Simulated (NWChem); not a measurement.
A series in which one site is exchanged, each optimised at PBE0/def2-SVP with NWChem, gas phase unless a solvent is named. Low-valent species are run as closed-shell singlets; no triplet was tried in these runs. For some, no frequency run checked for a minimum. def2 effective core potentials on I, Pb; no spin-orbit coupling.

A: [SiH3][PbH] (PbSiH4; site = H)
B: [SiH3][Pb][I] (PbSiH$_{3}$I; site = I)
C: [F][Pb][SiH3] (PbSiH3F; site = F)
D: [SiH3][Pb][Cl] (PbSiH3Cl; site = Cl)

| quantity | A | B | C | D |
|---|---|---|---|---|
| dipole (D), PBE0/def2-SVP | 1.89 | 3.44 | 3.69 | [?] |
| vertical ionisation energy, ΔSCF, PBE/def2-SVP (eV) | 8.31 | 7.94 | 8.23 | [?] |
| vertical ionisation energy, ΔSCF, PBE0/def2-SVP (eV) | 8.37 | 8.16 | 8.40 | [?] |
| static polarisability, PBE0/def2-SVPD (bohr³) | 86.6 | 123.2 | 80.9 | [?] |

Complete the blanks.


- dipole (D), PBE0/def2-SVP, D: 3.70
- vertical ionisation energy, ΔSCF, PBE/def2-SVP (eV), D: 8.17
- vertical ionisation energy, ΔSCF, PBE0/def2-SVP (eV), D: 8.36
- static polarisability, PBE0/def2-SVPD (bohr³), D: 97.1
